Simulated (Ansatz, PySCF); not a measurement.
Si(H)(SiH3) (H₄Si₂), SMILES [SiH3][SiH] (connectivity only; charge and spin as stated), neutral, multiplicity 1. Atoms are numbered in the order given.

```xyz
6

Si     0.2648     1.0484     0.9080
H     -0.2034     1.8569    -0.2914
Si     0.2460    -0.8766    -0.4711
H      1.1639    -0.6569    -1.6238
H     -1.1315    -1.0762    -1.0021
H      0.6599    -2.1295     0.2126
```

Geometry: ωB97X-D3(BJ)/def2-TZVP. The isomer is the one that the SMILES or the coordinates give; other isomers of the formula were not compared.

Two levels are set side by side: PBE-D3(BJ)/def2-TZVP (Ansatz, a program for electronic structure) and ωB97X-D3(BJ)/def2-TZVP (PySCF). Each level has its own optimised geometry; the coordinates shown are those of the second. Differences are taken from unrounded values.

| quantity | ωB97X-D3(BJ) |
|---|---|
| mean bond length (Å) | 1.671 |
| bond Si1–Si3 (Å) | 2.368 |
| bond Si1–H2 (Å) | 1.520 |
| bond Si3–H4 (Å) | 1.490 |
| bond Si3–H5 (Å) | 1.490 |
| bond Si3–H6 (Å) | 1.486 |

What does PBE-D3(BJ) give, and how far is it from ωB97X-D3(BJ)? (An estimate is asked for; the answer gives what the named calculation found.)


| quantity | PBE-D3(BJ) | PBE-D3(BJ) minus ωB97X-D3(BJ) |
|---|---|---|
| mean bond length (Å) | 1.688 | 0.017 |
| bond Si1–Si3 (Å) | 2.393 | 0.025 |
| bond Si1–H2 (Å) | 1.540 | 0.020 |
| bond Si3–H4 (Å) | 1.504 | 0.014 |
| bond Si3–H5 (Å) | 1.504 | 0.014 |
| bond Si3–H6 (Å) | 1.498 | 0.012 |

GGA bonds tend to be longer and softer than those of functionals with exact exchange. Differences between two approximate levels are no errors against the true value.
